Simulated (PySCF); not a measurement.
Fractional electron number in I²⁺ (iodine, charge +2)

The 5p alpha orbital of [Kr] 4d10 5s2 5p3 is emptied in steps (occupation f), with all orbitals relaxed, ending at [Kr] 4d10 5s2 5p2. All numbers are calculated (PySCF 2.14, scalar relativity through the core potential, in def2-SVP with the def2 core potential (28 electrons)). The exact energy is a straight line in f; departures are measured from the line between the end points of the same method.

```json
{"f": "1", "UHF (eV)": "0.000", "LDA (eV)": "0.000", "PBE (eV)": "0.000", "PBE0 (eV)": "0.000", "r2SCAN (eV)": "0.000", "LC-wPBE (eV)": "0.000", "BHandHLYP (eV)": "0.000", "wB97X (eV)": "0.000", "TPSS (eV)": "0.000", "BLYP (eV)": "0.000"}
{"f": "0.75", "UHF (eV)": "0.084", "LDA (eV)": "-0.931", "PBE (eV)": "-0.905", "PBE0 (eV)": "-0.658", "r2SCAN (eV)": "-0.854", "LC-wPBE (eV)": "-0.134", "BHandHLYP (eV)": "-0.431", "wB97X (eV)": "-0.194", "TPSS (eV)": "-0.887", "BLYP (eV)": "-0.923"}
{"f": "0.5", "UHF (eV)": "0.110", "LDA (eV)": "-1.244", "PBE (eV)": "-1.206", "PBE0 (eV)": "-0.875", "r2SCAN (eV)": "-1.125", "LC-wPBE (eV)": "-0.175", "BHandHLYP (eV)": "-0.574", "wB97X (eV)": "-0.262", "TPSS (eV)": "-1.179", "BLYP (eV)": "-1.232"}
{"f": "0.25", "UHF (eV)": "0.081", "LDA (eV)": "-0.934", "PBE (eV)": "-0.902", "PBE0 (eV)": "-0.653", "r2SCAN (eV)": "-0.833", "LC-wPBE (eV)": "-0.128", "BHandHLYP (eV)": "-0.431", "wB97X (eV)": "-0.200", "TPSS (eV)": "-0.880", "BLYP (eV)": "-0.924"}
{"f": "0", "UHF (eV)": "0.000", "LDA (eV)": "0.000", "PBE (eV)": "0.000", "PBE0 (eV)": "0.000", "r2SCAN (eV)": "0.000", "LC-wPBE (eV)": "0.000", "BHandHLYP (eV)": "0.000", "wB97X (eV)": "0.000", "TPSS (eV)": "0.000", "BLYP (eV)": "0.000"}
```

Question: For BLYP, how does the orbital energy at f = 1 compare with the removal energy?

Answer: −ε = 25.168 eV against a total-energy difference of 30.083 eV. By Janak's theorem ε = ∂E/∂f, so the gap between them reflects the curvature. Along the path −ε is 27.615 (f = 0.75), 30.080 (f = 0.5), 32.550 (f = 0.25) eV.

| method | E(f=0) − E(f=1) (eV) | −ε at f=1 (eV) | −ε at f=0.5 (eV) |
| --- | --- | --- | --- |
| UHF | 29.845 | 30.298 | 29.838 |
| LDA | 30.501 | 25.549 | 30.493 |
| PBE | 30.321 | 25.495 | 30.330 |
| PBE0 | 30.422 | 26.904 | 30.435 |
| r2SCAN | 30.584 | 25.996 | 30.642 |
| LC-wPBE | 30.479 | 29.751 | 30.496 |
| BHandHLYP | 30.272 | 27.977 | 30.272 |
| wB97X | 30.108 | 29.083 | 30.092 |
| TPSS | 30.335 | 25.603 | 30.352 |
| BLYP | 30.083 | 25.168 | 30.080 |

Reference removal energy between the ground levels: 29.57 ± 0.025 eV (measured; NIST Atomic Spectra Database, ionization energies). The calculation has no spin-orbit coupling. UHF lacks correlation.
